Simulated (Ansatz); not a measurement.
`[NH2][GeH]([NH2])[NH2]` → `[NH2][Ge][NH2]` + NH₃  (germylene formation by 1,1-elimination)

Program: Ansatz. Geometries: PBE0-D4/def2-TZVP. ΔE: electronic, gas phase. CCSD(T)/CBS adds triple-zeta CCSD(T) − MP2 to the extrapolated MP2 energy (def2 sets, frozen cores). This one scheme is used for every species. DFT in def2-TZVPP. HSE06 is defined as in plane-wave codes. For Ge outer-core shells are correlated without core-valence functions, which leaves a few kJ/mol of doubt a bond. Scalar relativity is left out up to krypton. Each species was taken in one conformer, which may not be the lowest.

```json
{"level": "revPBE-D4", "ΔE (kcal/mol)": "7.6", "difference from CCSD(T)/CBS": "-4.7"}
{"level": "ωB97X-V", "ΔE (kcal/mol)": "14.4", "difference from CCSD(T)/CBS": "2.1"}
{"level": "revPBE", "ΔE (kcal/mol)": "3.3", "difference from CCSD(T)/CBS": "-9.0"}
{"level": "BLYP", "ΔE (kcal/mol)": "-0.3", "difference from CCSD(T)/CBS": "-12.6"}
{"level": "r2SCANh", "ΔE (kcal/mol)": "13.1", "difference from CCSD(T)/CBS": "0.8"}
{"level": "HSE06", "ΔE (kcal/mol)": "11.3", "difference from CCSD(T)/CBS": "-1.0"}
{"level": "BHLYP", "ΔE (kcal/mol)": "10.3", "difference from CCSD(T)/CBS": "-2.0"}
{"level": "LC-ωPBE", "ΔE (kcal/mol)": "15.6", "difference from CCSD(T)/CBS": "3.3"}
{"level": "RPA@PBE/def2-TZVPP", "ΔE (kcal/mol)": "13.1", "difference from CCSD(T)/CBS": "0.8"}
{"level": "CCSD/def2-SVP", "ΔE (kcal/mol)": "13.3", "difference from CCSD(T)/CBS": "1.0"}
{"level": "CCSD(T)/CBS", "ΔE (kcal/mol)": "12.3", "difference from CCSD(T)/CBS": "0"}
```

Largest T1 diagnostic among the species: 0.013.

From PBE to PBE0 (25 % exact exchange), in def2-TZVPP and without D4, ΔE moves by +4.6 kcal/mol. The D4 term adds +2.7 kcal/mol with B3LYP and +1.5 kcal/mol with PBE0; it sums over pairs of atoms, weighted by their polarisabilities, and B3LYP, whose exchange is more repulsive, gets the larger term.

B3LYP here is the variant with VWN-RPA as its local correlation; programs differ in this.
